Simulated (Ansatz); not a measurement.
Relaxation of ClFGeH$_{2}$ (5 atoms, charge 0, multiplicity 1), to a largest force component of 0.02 eV/Å in at most 40 steps.

All numbers below come from RKS PBE0-D4/def2-SVP in Ansatz.

```xyz
5
Properties=species:S:1:pos:R:3
Ge 0.000 0.000 0.000
Cl 0.000 0.000 2.220
F 1.584 0.000 -0.559
H -0.730 1.265 -0.516
H -0.730 -1.265 -0.516
```

Task: Where does it end, and by what steps?

Result: The forces met the threshold. After 5 steps the energy has fallen by 0.130 eV; Cl2 moved furthest, 0.08 Å.

```csv
step,energy less start (eV),largest force component (eV/Å),accepted
0,0.0000,2.344,yes
1,-0.0924,0.727,yes
2,-0.1285,0.162,yes
3,-0.1300,0.030,yes
4,-0.1302,0.022,yes
5,-0.1302,0.002,yes
```

```xyz
5
Properties=species:S:1:pos:R:3
Ge -0.062 0.000 -0.001
Cl -0.002 0.000 2.141
F 1.583 0.000 -0.548
H -0.697 1.306 -0.482
H -0.697 -1.306 -0.482
```

The run took 18 s on 1 thread of Arm Neoverse V1, on a shared host, peak memory 0.14 GiB.
